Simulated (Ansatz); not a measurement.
Gas-phase electronic energies from Ansatz, PBE0-D4/def2-TZVP geometries. CCSD(T)/CBS is the MP2 limit (def2-TZVPP, def2-QZVPP) plus CCSD(T) − MP2 in def2-TZVPP, frozen cores. This one scheme is used for every species. Functionals use def2-TZVPP. One conformer a species, not always the lowest.

`O[SiH](O)N[Si](F)(F)F` + CH₃OH → `CO[SiH](O)O` + `N[Si](F)(F)F`  (ligand exchange at the Si–N bond)

```
          level  ΔE (kJ/mol)
     r2SCANh-D4        -36.8
   CAM-B3LYP-D4        -39.1
       PBE-QIDH        -37.1
           BLYP        -42.6
      CAM-B3LYP        -43.5
        LC-ωPBE        -38.7
CCSD/def2-TZVPP        -37.9
 MP2/def2-QZVPP        -37.7
```

What does CCSD(T)/CBS give? (Best estimate.)

The calculation gave: -36.7 kJ/mol. The listed levels differ from it by -0.1, -2.4, -0.4, -5.9, -6.8, -2.0, -1.2, -1.0 kJ/mol.

Largest T1 diagnostic among the species: 0.012.

In def2-TZVPP, CCSD(T) changes the Hartree–Fock value by +10.3 kJ/mol (the triples alone add +1.5 kJ/mol) and MP2 by +9.4 kJ/mol. The D4 term adds +7.0 kJ/mol with B3LYP and +4.0 kJ/mol with PBE0; it sums over pairs of atoms, weighted by their polarisabilities, and B3LYP, whose exchange is more repulsive, gets the larger term.

B3LYP here is the variant with VWN-RPA as its local correlation; programs differ in this.
